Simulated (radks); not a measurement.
Initial-state core-level shifts of the thallium ion Tl+ when its valence configuration changes from [Hg]. Calculated with a radial shooting solver on a logarithmic mesh with Libxc functionals: Dirac Kohn-Sham, PBEsol, spin-unpolarised, spherical densities, point nucleus; open shells are shared between the two j in proportion to 2j + 1. Shifts are changes of the shell-averaged eigenvalues in eV (positive: less bound).

| valence | 3s | 4s | 4d | 5s |
|---|---|---|---|---|
| [Xe] 4f14 5d10 6s1 6p1 | -1.878 | -1.885 | -1.882 | -1.885 |
| [Xe] 4f14 5d10 6s1.5 6p0.5 | -0.953 | -0.956 | -0.955 | -0.957 |
| [Xe] 4f12 5d10 6s2 6p2 | -47.369 | -41.276 | -38.735 | -20.540 |
| [Xe] 4f13 5d10 6s2 6p1 | -23.188 | -20.329 | -19.086 | -10.194 |
| [Xe] 4f14 5d9 6s2 6p1 | -6.034 | -5.979 | -5.974 | -5.679 |
| [Xe] 4f13 5d9 6s2 6p2 | -29.454 | -26.508 | -25.253 | -15.959 |
| [Xe] 4f14 5d10 6s0.5 6p1.5 | -2.779 | -2.788 | -2.784 | -2.788 |
| [Xe] 4f12 5d9 6s2 6p3 | -53.854 | -47.637 | -45.077 | -26.371 |
| [Xe] 4f14 5d8 6s2 6p2 | -12.127 | -11.996 | -11.981 | -11.307 |
